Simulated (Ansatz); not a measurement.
A single point on C$_{3}$H$_{7}$BF$_{2}$O (`CC(C)OB(F)F`).

```yaml
crystal:
  periodic: [false, false, false]
  atoms:
    - {symbol: C, position_ang: [-1.375291, -0.614398, -0.503880]}
    - {symbol: C, position_ang: [-0.120491, -0.163992, 0.209000]}
    - {symbol: C, position_ang: [0.912015, -1.261405, 0.331996]}
    - {symbol: O, position_ang: [0.459179, 0.909026, -0.546158]}
    - {symbol: B, position_ang: [0.622657, 2.141685, -0.057307]}
    - {symbol: F, position_ang: [1.165207, 3.074460, -0.821259]}
    - {symbol: F, position_ang: [0.264862, 2.490360, 1.174940]}
    - {symbol: H, position_ang: [-1.845346, -1.435978, 0.040616]}
    - {symbol: H, position_ang: [-1.135394, -0.958554, -1.512426]}
    - {symbol: H, position_ang: [-2.095189, 0.202579, -0.579728]}
    - {symbol: H, position_ang: [-0.379229, 0.208783, 1.205429]}
    - {symbol: H, position_ang: [1.203212, -1.620528, -0.657648]}
    - {symbol: H, position_ang: [0.505762, -2.100801, 0.900149]}
    - {symbol: H, position_ang: [1.805246, -0.900537, 0.845175]}
basis:
  gaussian: {orbitals: def2-QZVPP}
correlation: {method: mp2}
```

```sh
$ ansatz run in.yaml --threads 4 --pin off --events-out ev --progress --plain --max-ram 11315MiB
```

Output, abridged:

```
Functional definition: HF
3685 factors; integrals over basis functions are off by at most 8.7e-4 eV
mean field evaluation 1: about -11327.8846 eV, gradient 5.1e1 eV
mean field evaluation 2: about -11328.0310 eV, gradient 5.1e1 eV
mean field evaluation 4: about -11333.3300 eV, gradient 4.5e0 eV
mean field evaluation 8: about -11333.3946 eV, gradient 3.0e-1 eV
mean field -11333.39487029 eV, -416.4945794322 hartree, gradient 1.0e-6 eV, S^2 0.000000; 0 other end points of the search recorded, 0 dependent functions left out
7 core orbitals not correlated: weight in the atoms' cores, before any rotation towards them, 1.000 or more for the frozen orbitals, at most 0.000 for the correlated occupied ones
reference -11333.39487029 eV, -416.4945794322 hartree; 21, 21 occupied and 581, 581 virtual orbitals, 3685 factors
second order -39.43353052 eV of doubles, -0.00000000 eV of singles
Total energy: -11372.82840081 eV, -417.9437349497 hartree
```

Hardware: 4 threads of an Arm Neoverse V1 on a shared host. Wall time 50 s, peak host memory 5.5 GiB.
